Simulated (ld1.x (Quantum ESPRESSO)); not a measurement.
# Sc, PAW: configuration errors across variants

- Element: scandium
- Generator: ld1.x (Quantum ESPRESSO) 7.5
- Type: PAW
- Functional: PBE
- Relativity: scalar-relativistic
- Frozen core: [Ar]
- Valence charge: 3
- Reference configuration: 3d1 4s1.5 4p0.5
- Partial waves: 4s (bound): rcut 2.45, rcutus 3.25 bohr; 4s channel at 1.65 Ry: rcut 2.45, rcutus 3.25 bohr; 4p (bound): rcut 2.30, rcutus 2.75 bohr; 4p channel at 0.45 Ry: rcut 2.30, rcutus 2.75 bohr; 3d (bound): rcut 1.80, rcutus 2.25 bohr; 3d channel at 4.8 Ry: rcut 1.80, rcutus 2.25 bohr
- Local potential: all-electron potential smoothed inside 1.70 bohr (lloc = -1)
- Core correction: Bessel-smoothed model core, default radius (core density twice the valence density)
- Augmentation charge: BESSEL, radius 1.70 bohr

All-electron excitation energies from the reference (eV): (1) 3d1 4s2 4p0 -1.374; (2) 3d1 4s1 4p0 5.523; (3) 3d1 4s0 4p0 18.291; (4) 3d2 4s0 4p0 6.204.

Tests that are not counted but printed errors over 1 eV. “base”: 3d2 4s1 4p0 (solver errors, printed error -40.2 eV). “all radii but the core radius scaled by about 1.08 (s 3.50, p 2.96, d 2.42 bohr, rcut 2.64/2.48/1.94); local potential all-electron potential smoothed inside 1.84 bohr (lloc = -1); augmentation BESSEL, radius 1.84 bohr”: 3d2 4s1 4p0 (solver errors, printed error -34.6 eV).

3 further variants failed, have other tests or too few solved ones, and are left out.

A true bound ghost makes a file unfit for plane-wave use even where its test errors are small: the radial tests pick states by their node count and pass the ghost by. Where a test does run into it, the solver fails or the error is huge.

Errors AE − PS in meV (a dash: test not solved or not reliable):

```tsv
change	(1)	(2)	(3)	(4)	bound ghosts
base	-0.1	-1.6	-18	-157	s, p
all radii but the core radius scaled by about 1.08 (s 3.50, p 2.96, d 2.42 bohr, rcut 2.64/2.48/1.94); local potential all-electron potential smoothed inside 1.84 bohr (lloc = -1); augmentation BESSEL, radius 1.84 bohr	-0.4	-4.3	-18	-162	s, p
all radii but the core radius scaled by about 1.26 (s 4.10, p 3.46, d 2.84 bohr, rcut 3.08/2.90/2.26); local potential all-electron potential smoothed inside 2.14 bohr (lloc = -1); augmentation BESSEL, radius 2.14 bohr	–	–	–	–	none
```

**Question.** Give the same row for: all radii but the core radius scaled by about 1.15 (s 3.74, p 3.16, d 2.58 bohr, rcut 2.82/2.64/2.06); local potential all-electron potential smoothed inside 1.96 bohr (lloc = -1); augmentation BESSEL, radius 1.96 bohr.

**Answer.** +0.4, +4.8, -21, -178; bound ghosts: none.
